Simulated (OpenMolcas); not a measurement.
## Levels of Nd III by method

```yaml
Program: OpenMolcas
Basis: ANO-RCC-VTZP [8s7p5d3f2g1h]
Scalar_Hamiltonian: DKH2, point nucleus
Active_space: 4 electrons in 12 orbitals (RAS2 4f; RAS3 5d, at most 1 electron)
State_averaging: 2S+1 = 5 even, 35 roots (30 in the spin-orbit step); 2S+1 = 3 even, 126 roots kept (CI in the orbitals of an earlier block, 52 in the spin-orbit step); 2S+1 = 1 even, 122 roots kept (CI in the orbitals of an earlier block, 0 in the spin-orbit step); 2S+1 = 5 odd, 175 roots (90 in the spin-orbit step); 2S+1 = 3 odd, 128 roots kept (CI in the orbitals of an earlier block, 112 in the spin-orbit step); 2S+1 = 1 odd, 118 roots kept (CI in the orbitals of an earlier block, 13 in the spin-orbit step)
Spin-orbit_coupling: RASSI with atomic mean-field integrals over the reference wave functions, term energies averaged over their components
```

Methods on the same reference wave functions:
A. RASSCF
B. SS-RASPT2, IPEA 0.25 Eh, imaginary shift 0.1 Eh (closed shells correlated: 5s 5p)

Energies in cm-1 above 4f4 5I4, the measured ground level; measured values from Ding et al., The Spectrum and Energy Levels of the Low-lying Configurations of Nd III (preprint, 2023).

| Level | A | B | Measured |
| --- | --- | --- | --- |
| 4f4 5I4 | 0.0 | 0.0 | 0.0 |
| 4f4 5I5 | 1203 | 1220 | 1138 |
| 4f4 5I6 | 2554 | 2580 | 2388 |
| 4f3 5d 5L* 6 | 3654 | 14990 | 15158 |
| 4f3 5d 5K* 5 | 3911 | 14910 | 15262 |
| 4f4 5I7 | 4004 | 4030 | 3715 |
| 4f3 5d 5L* 7 | 5489 | 16880 | 16953 |
| 4f4 5I8 | 5509 | 5530 | 5093 |
| 4f3 5d 5K* 6 | 5562 | 16630 | 16938 |
| 4f3 5d 5K* 7 | 7345 | 18440 | 18656 |
| 4f3 5d 5I* 4 | 9389 | 18330 | 18884 |
| 4f4 5F1 | 14874 | 12290 |  |
| 4f4 5F2 | 15298 | 12710 | 10774 |
| 4f4 5F3 | 15897 | 13310 | 11425 |
| 4f4 5S2 | 16571 | 13980 |  |
| 4f4 5F4 | 16629 | 14040 | 12181 |
| 4f4 3K6 | 17363 | 16520 | 14064 |
| 4f4 5F5 | 17493 | 14900 | 13210 |

Deviations, from unrounded energies. A percentage is the sum of absolute deviations over the sum of measured energies, with the sign that they share, or ± where signs differ.

| Against measurement | Levels | A | B |
| --- | --- | --- | --- |
| mean absolute deviation (cm-1) | 15 | 5900 | 840 |
| fine structure of the ground term (%) | 4 | +7.6 | +8.4 |
| other terms of the ground configuration (%) | 5 | +34.1 | +15.9 |
| other configurations (%) | 6 | -65.3 | -1.6 |

B lies closest to measurement on these levels. The largest miss of B in the table is 4f4 3K6, by +2500 cm-1. The ranking rests on the paired levels alone, and a cruder setting can come out closer through cancelling errors.

From A to B the spin-free energies of the other terms of 4f4 shown, above 5I, scale by factors of 0.80 to 0.94, as is usual when dynamic correlation screens the repulsion within a d or f shell.

The lowest spin-free term lies below A's lowest term by 0.363 hartree in B.

CASPT2 does not keep the components of a term degenerate, so their means are used; among the terms shown or strongly mixed into the levels shown the widest spread is 290 cm-1 (4f4 5I, B). High states are left out of the spin-orbit mixing, which shifts the levels that they would mix with. Terms from blocks run as CI alone lack orbitals of their own. Without dynamic correlation excited terms often stand tens of per cent too high (terms of higher spin than the ground term too low), and those without a measured partner can miss by more than the paired ones (holds for A). Each CASPT2 term energy is a mean over a sample of three components (holds for B). Some terms miss by over 15 % even with CASPT2, which points to a basis or an active space too small for the shells correlated (holds for B). Computed and measured levels are paired by configuration, term and J; levels that our copy of the source lacks, or whose pairing is in doubt (as where it misses far off the trend of its configuration), stay unpaired and out of the deviations. Only configurations of the active space appear. The table leaves out levels that lie high or whose names do not pair safely across all columns.

* marks odd parity.
